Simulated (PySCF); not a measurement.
# XPS shifts beside NMR shieldings

Compound: C5H15NSi2.
Atom-mapped SMILES: `[CH3:1][NH:2][Si@@H:3]1[CH2:4][CH2:5][C@H:6]([CH3:7])[SiH2:8]1`

Binding energies: PySCF 2.14.0, delta-SCF UKS SCAN, pcX-2 on the ionised atom, pcseg-1 elsewhere, spin-free X2C. Shieldings: GIAO PBE0/pcSseg-1, non-relativistic, same geometry.

| atom | C 1s (eV) |
| --- | --- |
| C1 | 291.39 |
| C4 | 289.73 |
| C5 | 290.25 |
| C6 | 289.78 |
| C7 | 290.33 |

What are the absolute isotropic shieldings of these atoms?

| atom | environment | C 1s (eV) | isotropic shielding (ppm) |
| --- | --- | --- | --- |
| C4 | sp3 carbon bound to silicon | 289.73 | 164.7 |
| C6 | sp3 carbon bound to silicon | 289.78 | 159.7 |
| C5 | ring CH2 carbon | 290.25 | 148.6 |
| C7 | methyl carbon | 290.33 | 163.7 |
| C1 | N-methyl carbon | 291.39 | 151.5 |

Among the listed atoms, is the one with the highest binding energy also the least shielded?

No. The highest binding energy is at C1 (291.39 eV, shielding 151.5 ppm), the lowest shielding at C5 (148.6 ppm, 290.25 eV).

By binding energy: C4 < C6 < C5 < C7 < C1. By shielding: C5 < C1 < C6 < C7 < C4.

Geometry: PBE0-D3(BJ)/def2-SVP, one conformer, isolated molecule.
